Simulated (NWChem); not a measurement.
AlH3O3; SMILES [OH][Al]([OH])[OH]

```xyz
7

Al     0.0000     0.0000     0.0000
O     -1.4712     0.8429     0.0000
H     -1.5335     1.7990     0.0000
O      1.4656     0.8526     0.0000
H      2.3247     0.4286     0.0000
O      0.0056    -1.6955     0.0000
H     -0.7912    -2.2276     0.0000
```
Atoms are numbered in this order, from 1.

Results from NWChem. Structure relaxed at the PBE0/def2-SVP level. GIAO values for the isolated, static molecule; σ is the absolute isotropic shielding.

Question: Among these, which level gives the highest value of “σ Al1 (ppm)”?
A) PBE/pcSseg-2
B) PBE/cc-pVDZ
C) PBE/cc-pVTZ
D) PBE/pcSseg-1

Answer: B, PBE/cc-pVDZ. Values: PBE/cc-pVTZ 445.7; PBE/pcSseg-2 450.1; PBE/pcSseg-1 452.5; PBE/cc-pVDZ 504.5
